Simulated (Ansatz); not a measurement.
Ansatz results at the PBE0-D4/def2-TZVP geometry: zero-point energy (PBE0-D4/def2-TZVP) 129.1 kJ/mol; HOMO energy (B3LYP/def2-TZVPP) -6.83 eV; LUMO energy (ωB97M-V/def2-TZVPP) 0.11 eV.

Each molecule was computed in one conformer, which needn't be the lowest.

Q: Which molecule gave them?
A. `O=C[Te][SiH2][AlH2]`
B. `B[SiH2][SiH2]O`
C. `C[SiH](C)[AlH2]`
D. `[NH2][Al]1[SiH2][S]1`

A: A. The others give `B[SiH2][SiH2]O`: 178.5, -7.44, -0.64; `[NH2][Al]1[SiH2][S]1`: 118.2, -6.28, 0.55; `C[SiH](C)[AlH2]`: 250.3, -6.82, -0.28.

B3LYP here is the variant with VWN-RPA as its local correlation; programs differ in this.
